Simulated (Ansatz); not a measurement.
Molecule: sum formula HSiO2 (charge +1, singlet). It need not be the lowest isomer of its formula. SMILES: O=[Si]=[OH+]
Structure (B3LYP-D3(BJ)/def2-TZVP (Ansatz, a first-principles code) minimum search):
```
Si
O 1 1.4940
O 1 1.5373 2 174.81
H 3 0.9721 1 141.10 2 -180.00
```
Charge +1, spin multiplicity 1.

Parts of the frozen-core correlation energy in STO-3G (Ansatz, hartree). Frozen orbitals: 7; correlated occupied orbitals by spin: 8 and 8; virtual: 5 and 5. No spin-orbit coupling. Non-relativistic.

```
term                            value
-------------------------  ----------
reference (HF)             -433.55825
MP2 opposite-spin            -0.13841
MP2 same-spin                -0.04864
CCSD correlation             -0.18634
(T)                          -0.02429
FCI minus CCSD(T)             0.00030
T1 diagnostic                   0.037
largest doubles amplitude       0.091
```
